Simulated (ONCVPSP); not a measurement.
**Which change was made? (Kr, ONCV)**

```
Element                 : Kr (Z = 36)
Generator               : ONCVPSP 4.0.1
Type                    : optimised norm-conserving Vanderbilt (ONCV)
Functional              : PBE
Relativity              : scalar-relativistic
Frozen core             : [Ne]
Valence charge          : 26
Reference configuration : 3s2 3p6 3d10 4s2 4p6
Partial waves           : 3s+4s: rc 1.00 bohr, ncon 5, nbas 8, qcut 10.9 1/bohr, 2 projectors; 3p+4p: rc 0.90 bohr, ncon 4, nbas 7, qcut 15.7 1/bohr, 2 projectors; 3d: rc 0.80 bohr, ncon 4, nbas 9, qcut 22.8 1/bohr, 3 projectors, debl 1.4 Ha
Local potential         : polynomial inside 0.50 bohr (lpopt 5, dvloc0 -1 Ha)
Core correction         : Teter function, fcfact 2.75, rcfact 1.35
```

In the d channel the program set the typed energies aside and used -2.991, 0.250, 1.650 Ha.

Cutoffs, loose and tight: the cutoffs (Ha) at which the residual kinetic energy of the hardest occupied pseudo-wave falls to 1 and 0.1 mHa per electron. They do not see the model core or the augmentation charge, which bear on the density cutoff. Test errors are all-electron minus pseudo excitation energies from the reference, over the configurations 3s2 3p6 3d10 4s2 4p5; 3s2 3p6 3d10 4s2 4p4; 3s2 3p6 3d10 4s2 4p3; 3s1 3p6 3d10 4s2 4p6; variants that change the core or the reference have their own tests.

The base gives: outcome: generated, projector energies reset by the program; cutoff, loose: 189 Ha; cutoff, tight: 212 Ha; bound ghosts: none; GHOST(+) flags above zero: s; largest test error (meV): -495.

Q: After one change the result is: outcome: generated, projector energies reset by the program; cutoff, loose: 191 Ha; cutoff, tight: 214 Ha; bound ghosts: none; GHOST(+) flags above zero: s; largest test error (meV): -365. Which change was it?
A. all radii but the core radius scaled by about 1.16 (s 1.16, p 1.04, d 0.92 bohr); local potential polynomial inside 0.58 bohr (lpopt 5, dvloc0 -1 Ha)
B. s: qcut 13.5; p: qcut 19.5; d: qcut 28.3
C. core [Ar], valence charge 18; reference 3d10 4s2 4p5.5; waves now 4s: rc 1.20 bohr, ncon 3, nbas 8, qcut 4.7 1/bohr, 1 projector; 4p: rc 1.60 bohr, ncon 5, nbas 8, qcut 4.3 1/bohr, 3 projectors, debl 3.5 Ha; 3d: rc 0.70 bohr, ncon 4, nbas 9, qcut 26.5 1/bohr, 2 projectors, debl 0.5 Ha; local potential polynomial inside 0.60 bohr (lpopt 5, dvloc0 6 Ha)

A: B. The others give: core [Ar], valence charge 18; reference 3d10 4s2 4p5.5; waves now 4s: rc 1.20 bohr, ncon 3, nbas 8, qcut 4.7 1/bohr, 1 projector; 4p: rc 1.60 bohr, ncon 5, nbas 8, qcut 4.3 1/bohr, 3 projectors, debl 3.5 Ha; 3d: rc 0.70 bohr, ncon 4, nbas 9, qcut 26.5 1/bohr, 2 projectors, debl 0.5 Ha; local potential polynomial inside 0.60 bohr (lpopt 5, dvloc0 6 Ha) → outcome: generated, projector energies reset by the program; cutoff, loose: 244 Ha; cutoff, tight: 276 Ha; bound ghosts: s; GHOST(+) flags above zero: p; largest test error (meV): -3.4 | all radii but the core radius scaled by about 1.16 (s 1.16, p 1.04, d 0.92 bohr); local potential polynomial inside 0.58 bohr (lpopt 5, dvloc0 -1 Ha) → outcome: generated, projector energies reset by the program; cutoff, loose: 167 Ha; cutoff, tight: 188 Ha; bound ghosts: none; GHOST(+) flags above zero: none; largest test error (meV): -754.
